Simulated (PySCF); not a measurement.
**How methods differ on the ionisation energy of Hf³⁵⁺**

Hf³⁵⁺ [Kr] 4d1 (2D) → Hf³⁶⁺ [Kr] (1S), as a difference of total energies. Computed with PySCF 2.14 in an even-tempered Gaussian basis (19 s from 3.2 bohr⁻², ratio 2.5; 14 p from 4.1 bohr⁻², ratio 2.5; 9 d from 4.1 bohr⁻², ratio 2.5; 4 f from 17 bohr⁻², ratio 2.7; 3 g from 25 bohr⁻², ratio 2.7), with scalar relativity by spin-free X2C-1e. The calculations carry no spin-orbit coupling.

```json
{"method": "UHF", "ionisation energy (eV)": "1457.6"}
{"method": "r2SCANh", "ionisation energy (eV)": "1459.6"}
{"method": "M06-2X", "ionisation energy (eV)": "1460.0"}
```

Breit and QED terms and the two-electron picture change are absent.

The reference lies between the lowest fine-structure levels, while these numbers refer to the centres of the terms.

For comparison: 1467 ± 5 eV (theoretical estimate listed by NIST; NIST Atomic Spectra Database, ionization energies).
